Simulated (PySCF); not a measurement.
ClH2SbTe2, SMILES [Sb]([TeH])([Cl])[TeH].

Geometry: B3LYP-D3(BJ)/def2-SVP. A frequency run showed that this geometry is not a minimum. The def2 effective core potentials stand for the cores of Sb, Te; spin–orbit coupling is left out.

Two levels are set side by side: TDDFT-PBE/def2-SVPD (PySCF) and TDDFT-CAM-B3LYP/def2-SVPD (PySCF). Vertical, same geometry. The lowest singlet is HOMO→LUMO 92 % with PBE and HOMO→LUMO 69 %, HOMO−1→LUMO+1 23 % with the other functional; states are paired by order. Differences are taken from unrounded values.

```tsv
quantity	TDDFT-CAM-B3LYP
lowest singlet excitation (eV)	3.28
lowest triplet excitation (TDA) (eV)	2.88
```

Question: What does TDDFT-PBE give, and how far is it from TDDFT-CAM-B3LYP? (An estimate is asked for; the answer gives what the named calculation found.)

Answer: 
| quantity | TDDFT-PBE | TDDFT-PBE minus TDDFT-CAM-B3LYP |
|---|---|---|
| lowest singlet excitation (eV) | 2.85 | -0.43 |
| lowest triplet excitation (TDA) (eV) | 2.60 | -0.29 |

A lower first singlet is the usual sign of a functional without exact exchange. Differences between two approximate levels are no errors against the true value.

Rough cost on one machine, each run with all the roots and properties that it gave: TDDFT-CAM-B3LYP against TDDFT-PBE about 5 times.
